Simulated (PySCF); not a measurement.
**Relaxation of doublet H₂CoO**

Method: PySCF, UPBE0, basis Co def2-TZVP, O def2-TZVP, H def2-TZVP (no relativity, density fitting). A (50,194) grid was used.

A start displaced from a saddle point along its imaginary mode, of Cs symmetry, held to at least that symmetry:

```xyz
4
charge 0 multiplicity 2, angstrom
Co    0.3017    0.0000    0.0059
O    -1.2324    0.0000   -0.0065
H     0.9577   -1.3502   -0.1200
H     0.9577    1.3502   -0.1200
```

Optimiser trace:
```json
{"step": "0", "E − E(last) (kJ/mol)": "30.33", "largest gradient (Eh/bohr)": "0.00556"}
{"step": "1", "E − E(last) (kJ/mol)": "18.28", "largest gradient (Eh/bohr)": "0.02109"}
{"step": "2", "E − E(last) (kJ/mol)": "18.45", "largest gradient (Eh/bohr)": "0.02977"}
{"step": "3", "E − E(last) (kJ/mol)": "12.26", "largest gradient (Eh/bohr)": "0.01553"}
{"step": "4", "E − E(last) (kJ/mol)": "5.70", "largest gradient (Eh/bohr)": "0.01534"}
{"step": "5", "E − E(last) (kJ/mol)": "2.20", "largest gradient (Eh/bohr)": "0.00991"}
{"step": "6", "E − E(last) (kJ/mol)": "0.51", "largest gradient (Eh/bohr)": "0.00395"}
{"step": "7", "E − E(last) (kJ/mol)": "0.24", "largest gradient (Eh/bohr)": "0.00223"}
{"step": "8", "E − E(last) (kJ/mol)": "0.07", "largest gradient (Eh/bohr)": "0.00155"}
{"step": "9", "E − E(last) (kJ/mol)": "0.00", "largest gradient (Eh/bohr)": "0.00042"}
{"step": "10", "E − E(last) (kJ/mol)": "0.00", "largest gradient (Eh/bohr)": "0.00007"}
```

It ends at Cs with Co–H 1.453 Å (×2), Co–O 1.540 Å; H–Co–H 99.3°, H–Co–O 106.4° (×2) (after a last refinement on a finer grid). A frequency run shows a minimum.

Final geometry:
```xyz
4
charge 0 multiplicity 2, angstrom
Co    0.2843    0.0000    0.1238
O    -1.1679    0.0000   -0.3895
H     0.9535   -1.1072   -0.5365
H     0.9535    1.1072   -0.5365
```

Open d and f shells are described by one determinant, and the ground state may have another occupation or spin. At this level a quartet minimum of C2v symmetry lies 92 kJ/mol below this structure.

The relaxation took 18 s on 4 threads of a shared Arm Neoverse V2 host, with 88 basis functions and 12 gradients; the process peaked at 1.1 GiB. Launch command: `OMP_NUM_THREADS=4 python axn.py task.json out`.
